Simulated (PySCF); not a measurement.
# Unknowns

Calculated, not measured (PySCF): coordinates at the GFN2-xTB level, NMR shieldings at PBE0/pcSseg-1/GIAO. In vacuum, averaged over atoms made equivalent by symmetry, fast rotation or ring inversion, no relativistic terms, single conformer.

Chemical shifts δ = σref − σ; TMS for $^{1}$H, $^{13}$C, all at this level. Splittings of carbon signals by F and P are missing where no couplings were computed. Where no couplings were computed, multiplicities follow the n + 1 count of equivalent neighbours, and m marks all less simple cases (inequivalent or close neighbours, rings, F or P nearby). Shifts are as computed. Against solution values, carbons near 30 ppm lie about +3 ppm off and those near 130 ppm about +5 ppm; carbons on Cl a further +6 ppm. Of 1211 compounds with measured shifts, 218 miss one by over three times the rms of a fit or turn the order of signals round; such compounds aren't used in these exercises. Carbons bonded to Cl come out too deshielded.

**Question.** C7H12O. $^{1}$H NMR (300 MHz, computed): δ 4.51 (t, 1H), 3.64 (s, 3H), 2.24 (m, 2H), 2.16 (m, 2H), 1.63 (m, 2H), 1.51 (m, 2H). $^{13}$C{$^{1}$H} NMR (computed): δ 164.6 (C), 96.7 (CH), 55.0 (CH3), 32.3 (CH2), 28.1 (CH2), 26.8 (CH2), 26.7 (CH2). Identify the compound.

**Answer.** 1-methoxycyclohexene (SMILES COC1=CCCCC1). Rings plus π bonds: 2 (1 ring in the answer). 7 carbon signals for 7 carbons: no two carbons are equivalent. Carbon types of the structure: 1 × C, 1 × CH, 4 × CH2, 1 × CH3, which accounts for all hydrogens. δC 164.6: alkene carbon bearing oxygen; an sp2 carbon further deshielded by the attached heteroatom. δC 96.7: β carbon of an enol-ether or enamine type C=C; the O or N lone pair pushes π density onto this β carbon and shields it. δC 26.8, 26.7: sp3 CH2 in a ring; aliphatic region, no heteroatom directly attached. δH 4.51: hydrogen on a β carbon of an enol-ether or enamine type C=C; lone-pair donation from O or N shields it, upfield of ordinary alkene protons.

The shifts were computed for this structure.

**Question.** C7H10NOP. $^{1}$H NMR (300 MHz, computed): δ 8.35 (m, 1H), 6.91 (m, 1H), 6.16 (m, 1H), 5.35 (m, 1H), 2.89 (s, 6H). $^{13}$C{$^{1}$H} NMR (computed): δ 179.8 (CH), 168.7 (C), 137.3 (CH), 124.8 (C), 117.8 (CH2), 44.0 (CH3). Give a structure.

**Answer.** `C=Cc1pcoc1N(C)C`. 6 carbon signals for 7 carbons: some carbons are equivalent by symmetry or fast rotation. Carbon types of the structure: 2 × C, 2 × CH, 1 × CH2, 2 × CH3, which accounts for all hydrogens. δC 179.8: aromatic CH next to the ring oxygen. δC 168.7: aromatic carbon bearing nitrogen; the electronegative substituent deshields the carbon that carries it. δC 137.3: alkene CH; as expected for a trigonal carbon in a double bond. δC 117.8: terminal =CH2 carbon; as expected for a trigonal carbon in a double bond.

The shifts were computed for this structure.

**Question.** C7H4ClOP. $^{1}$H NMR (300 MHz, computed): δ 8.29 (m, 1H), 7.87 (m, 1H), 7.76 (m, 1H), 7.62 (m, 1H). $^{13}$C{$^{1}$H} NMR (computed): δ 198.5 (C), 162.5 (C), 146.8 (C), 134.1 (CH), 131.6 (CH), 128.5 (CH), 118.6 (CH). Give a structure.

**Answer.** `c12c(oc(Cl)p1)cccc2`. 7 carbon signals for 7 carbons: no two carbons are equivalent. Carbon types of the structure: 3 × C, 4 × CH, which accounts for all hydrogens. δC 198.5: aromatic carbon bearing chlorine. δC 162.5, 146.8: ring-fusion aromatic carbon. δC 134.1, 131.6, 128.5, 118.6: aromatic CH. δH 8.29, 7.87, 7.76, 7.62: hydrogen on an aromatic CH; aromatic region.

The data come from this structure; uniqueness wasn't tested.
